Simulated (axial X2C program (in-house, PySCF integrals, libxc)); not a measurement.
**Low determinants of SiSe⁻ at the PBE0 level, without spin–orbit coupling**

Calculated with an in-house relativistic program for diatomic molecules. Spin-free means the one-electron spin-free X2C Hamiltonian. Basis: Se dyall-acv3z [9s10p7d5f1g], Si dyall-av3z [9s8p3d2f] (cores contracted in-house); Gaussian nuclei, density fitting, unrestricted open shells. Masses: Se 79.917 u, Si 27.977 u.

Search at 2.140 Å (vertical energies from the lowest determinant):

```csv
ΔE (eV),state,electrons beyond evenly filled partner blocks,"electrons in σ, π, δ, φ"
0.00,"M_S = 1/2, Λ = 1",π+α,24 21 4 0
1.36,"M_S = 1/2, Λ = 0",σα,25 20 4 0
2.31,"M_S = 3/2, Λ = 0","σα, π+α, π-α",23 22 4 0
2.73,"M_S = 3/2, Λ = 1","2 × π+α, π+β, 2 × π-α",24 21 4 0
3.03,"M_S = 1/2, Λ = 0","σβ, π+α, π-α",23 22 4 0
4.10,"M_S = 3/2, Λ = 1","2 × σα, π+α",24 21 4 0
```

Lowest determinant, M_S = 1/2, Λ = 1 (beyond evenly filled blocks: π+α): Re = 2.169 Å, ωe = 475.3 cm⁻¹.

The determinant in row 2 of the search, M_S = 1/2, Λ = 0 (beyond evenly filled blocks: σα), was followed along the bond at PBE0; measured from the minimum of the lowest determinant it gives:

Te = 1.321 eV (10657 cm⁻¹), Re = 2.074 Å, ωe = 552.3 cm⁻¹.

Problem. Compare the bond of the determinant in row 2 with that of the lowest one.

Solution. At PBE0 its Re is 0.095 Å shorter and its force constant, which goes as ωe², is 1.35 times that of the lowest determinant. T0 ≈ Te + Δωe/2 = 10657 + (38) = 10695 cm⁻¹.

The search compares states at one distance, so a state with another bond length can lie lower; it is not exhaustive and yields mostly the lowest determinant of each block pattern, so other components and higher states of one pattern are missing. These are energies of single determinants, not of spin-adapted states; PBE0 term energies can be off by some tenths of an eV, and the functional has no current term. For an anion, determinants above electron detachment are held by the basis set. The highest occupied level of some functionals is positive through self-interaction error; at Hartree–Fock it is bound. Row 1 has a positive highest level at its minimum. Row 2 has a positive highest level at its minimum.
